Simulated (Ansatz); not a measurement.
Molecule: sum formula Si$_{2}$H$_{2}$F$_{3}$, net charge -1, singlet state. It need not be the lowest isomer of its formula. Whether it binds its extra electron was not tested at this geometry. 
Coordinates optimised at B3LYP-D3(BJ)/def2-TZVP (Ansatz, an electronic-structure program):
```
Si
F 1 1.6561
H 1 1.5125 2 102.29
H 1 1.5130 3 101.80 2 105.72
Si 1 2.5011 3 113.38 4 132.17
F 5 1.6823 1 96.21 3 -159.77
F 5 1.6878 6 97.82 1 -93.40
```
Charge -1, spin multiplicity 1.

Basis-set convergence of Hartree-Fock and CCSD correlation energies (hartree) with Ansatz. Correlated levels leave the core frozen unless marked. Spin-orbit coupling is left out. Non-relativistic.

```
basis            functions       E(HF)  E(corr, CCSD)
---------------  ---------  ----------  -------------
aug-cc-pV(D+d)Z        151  -877.58184       -0.85682
aug-cc-pV(T+d)Z        294  -877.68858       -1.05090
aug-cc-pV(Q+d)Z        510  -877.71780       -1.12002
```

Extrapolating the two largest sets (X = 3 and 4) as X^-3: E(corr) = (64·(-1.12002) - 27·(-1.05090))/37 = -1.1705 Eh, an estimate of the basis-set limit. The largest set recovers 95.7 % of it, the smallest 73.2 %.
